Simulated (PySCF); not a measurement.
**[Er(H2S)2]3+ at several levels of theory**

Computed with PySCF 2.14.0 (density fitting, no spin-orbit coupling) at the geometry relaxed with r2SCAN:

```xyz
7
[Er(H2S)2]3+ (singlet in the valence; each metal's 4f electrons, 11 of them, lie in its core potential, out of spins and levels)
Er    1.4298    0.0000    0.0000
S    -0.4219    0.2140    2.0245
H     0.2221    0.1336    3.2366
H    -0.8245    1.5237    2.1251
S    -0.4219   -0.2140   -2.0245
H     0.2221   -0.1336   -3.2366
H    -0.8245   -1.5237   -2.1251
```

```json
{"level": "r2SCAN", "basis": "Er lcecp-1-SVP with ECP57, S def2-SVP, H def2-SVP", "state": "singlet", "HOMO (eV)": "-22.07", "gap (eV)": "3.39", "charge on Er1 (e)": "1.91", "population of f-type functions on Er1 (polarisation alone where 4f lies in the core)": "0.01", "dipole about the centre of mass (D)": "0.29", "largest force component (eV/Å)": "0.01"}
{"level": "HF", "basis": "the same", "state": "singlet", "HOMO (eV)": "-25.56", "gap (eV)": "10.61", "charge on Er1 (e)": "2.12", "population of f-type functions on Er1 (polarisation alone where 4f lies in the core)": "0.01", "dipole about the centre of mass (D)": "1.04", "largest force component (eV/Å)": "0.90"}
{"level": "BLYP", "basis": "the same", "state": "singlet", "HOMO (eV)": "-21.67", "gap (eV)": "2.62", "charge on Er1 (e)": "1.77", "population of f-type functions on Er1 (polarisation alone where 4f lies in the core)": "0.01", "dipole about the centre of mass (D)": "0.99", "largest force component (eV/Å)": "0.30"}
{"level": "PBE0", "basis": "the same", "state": "singlet", "HOMO (eV)": "-23.00", "gap (eV)": "4.83", "charge on Er1 (e)": "1.90", "population of f-type functions on Er1 (polarisation alone where 4f lies in the core)": "0.01", "dipole about the centre of mass (D)": "0.27", "largest force component (eV/Å)": "0.06"}
{"level": "r2SCAN", "basis": "Er lcecp-1-TZVP with ECP57, S def2-TZVP, H def2-TZVP", "state": "singlet", "HOMO (eV)": "-21.96", "gap (eV)": "3.43", "charge on Er1 (e)": "2.02", "population of f-type functions on Er1 (polarisation alone where 4f lies in the core)": "0.02", "dipole about the centre of mass (D)": "0.78", "largest force component (eV/Å)": "0.23"}
```

In the lcecp rows the 4f levels are missing from HOMO and gap, and the state counts the valence alone.

Charges are Mulliken's, which hang on the basis. The relaxation used the grid (50, 194), these runs (75, 302) or, all-electron (x2c bases, spin-free X2C Hamiltonian), (99, 590).

Q: What does PBE with Er lcecp-1-SVP with ECP57, S def2-SVP, H def2-SVP give here?

A: state singlet, HOMO (eV) -21.86, gap (eV) 2.78, charge on Er1 (e) 1.80, population of f-type functions on Er1 (polarisation alone where 4f lies in the core) 0.01, dipole about the centre of mass (D) 0.90, largest force component (eV/Å) 0.27. Time: 4.5 s on 2 threads of Arm Neoverse V1, with other jobs on the host, from an already converged density.

In the first row's basis the gap widens with exact exchange: 2.6 to 3.4 eV for BLYP, PBE, r2SCAN (none); 4.8 eV for PBE0 (a fixed share); 10.6 eV for Hartree–Fock (rising or full at long range).

No frequency check is given that shows the relaxed geometry to be a minimum. An lcecp potential fixes the number of 4f electrons, so in runs with it no electron can move into or out of that shell.
